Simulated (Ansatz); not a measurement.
```yaml
crystal:
  periodic: [false, false, false]
  atoms:
    - {symbol: C, position_ang: [1.209241, -0.837465, 0.121088]}
    - {symbol: N, position_ang: [0.501590, 0.399661, 0.460862]}
    - {symbol: In, position_ang: [-1.666936, 0.538544, -0.500124]}
    - {symbol: H, position_ang: [1.303452, -0.904568, -0.962810]}
    - {symbol: H, position_ang: [2.204811, -0.896053, 0.570065]}
    - {symbol: H, position_ang: [0.616482, -1.688028, 0.457910]}
    - {symbol: H, position_ang: [1.026965, 1.209247, 0.150656]}
    - {symbol: H, position_ang: [0.397444, 0.488276, 1.465357]}
    - {symbol: H, position_ang: [-1.139207, 0.439633, -2.153024]}
    - {symbol: H, position_ang: [-2.290862, -0.895686, 0.257603]}
    - {symbol: H, position_ang: [-2.097479, 2.089439, 0.153117]}
basis:
  gaussian: {orbitals: def2-TZVP, fitting: {mean_field: cc-pVTZ-jkfit}, point_charges: [{charge: 2.00, position_ang: [6.156, 0.067, -0.132]}]}
total_charge: 1
magnetization: {spin_polarized: true, initial_magnetization: 1}
hamiltonian: {xc: {name: rPW86-PBE}, dispersion: rvv10}
```

```sh
$ ansatz run in.yaml --threads 4 --pin off --events-out ev --progress --plain --max-ram 10444MiB
```

It prints (some lines left out):

```
Functional definition: rPW86-PBE+rVV10
Error: <dir> the basis set cc-pVTZ-JKFIT has no functions for In
```
